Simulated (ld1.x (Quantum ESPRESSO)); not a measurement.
N: ultrasoft pseudisation with PBE, scalar-relativistic reference atom.

* Element: N
* Generator: ld1.x (Quantum ESPRESSO) 7.5
* Type: ultrasoft
* Functional: PBE
* Relativity: scalar-relativistic
* Frozen core: [He]
* Valence charge: 5
* Reference configuration: 2s2 2p2 (charge +1)
* Partial waves: 2s (bound): rcut 0.90, rcutus 1.15 bohr; 2s channel at 1.65 Ry: rcut 0.90, rcutus 1.15 bohr; 2p (bound): rcut 1.80, rcutus 1.95 bohr; 2p channel at -1.05 Ry: rcut 1.80, rcutus 1.95 bohr
* Local potential: all-electron potential smoothed inside 0.85 bohr (lloc = -1)
* Core correction: none
* Augmentation charge: PSQ, inside the norm-conserving radii

What the tests gave:

```json
{"Cutoffs needed": "18 Ry and 30 Ry (the cutoffs (Ry, on a coarse ladder) from which the occupation-weighted sum of valence levels, in a spherical-Bessel basis at the reference potential, stays within 10 and 1 mRy of its value at 400 Ry)", "Ghost test": "no extra level below or beside the all-electron valence levels (s, p, d, f tested) (spherical-Bessel basis up to 400 Ry, 20 bohr box)", "Largest excitation error": "+539 meV (all-electron minus pseudo) for 2s1 2p0, out of 7 test configurations", "Lowest eigenvalue of the overlap operator": "0.52 (s channel)", "Density cutoff estimated by the generator": "231 Ry"}
```

Generation and tests took about 0.72 s on one core of a shared server CPU.
